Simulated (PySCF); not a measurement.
# C₆ coefficients of unlike pairs at LC-wPBE

Calculated with PySCF 2.14 from the dipole response of each species, C₆(A,B) = (3/π) ∫ α_A(iu) α_B(iu) du, in atomic units, from isotropic polarisabilities. For ions this is the dispersion term alone; charge-induced terms of lower order in 1/R come first.

| species | configuration | basis | relativity | α (bohr³) | C₆ (like pair) |
| --- | --- | --- | --- | --- | --- |
| Se | [Ar] 3d10 4s2 4p4 (3P) | aug-cc-pVQZ-PP with ECP10MDF (7s6p5d3f2g) | core potential | 25.62 | 211.7 |
| Be⁺ | [He] 2s1 (2S) | aug-cc-pCVQZ (9s8p6d4f2g) | none | 23.11 | 63.38 |
| Os⁺ | [Xe] 4f14 5d6 6s1 (6D) | def2-TZVPPD with the def2 core potential (60 electrons) (6s5p3d2f1g) | core potential | 26.63 | 209.8 |
| Bi³⁺ | [Xe] 4f14 5d10 6s2 (1S) | def2-QZVPPD with the def2 core potential (60 electrons) (8s6p5d4f1g) | core potential | 10.09 | 61.55 |

(1) Estimate C₆ for Os⁺ with Be⁺.

No spin-orbit coupling is included.

The other pairs:

| pair | C₆ |
| --- | --- |
| Bi³⁺, Se | 107.7 |
| Bi³⁺, Os⁺ | 109.5 |
| Bi³⁺, Be⁺ | 46.69 |
| Be⁺, Se | 103.4 |
| Os⁺, Se | 209.4 |

Answers

(1) The integral gives 102.7. The combination rule 2 C_A C_B / (C_A α_B/α_A + C_B α_A/α_B) gives 104.2 and the geometric mean 115.3.
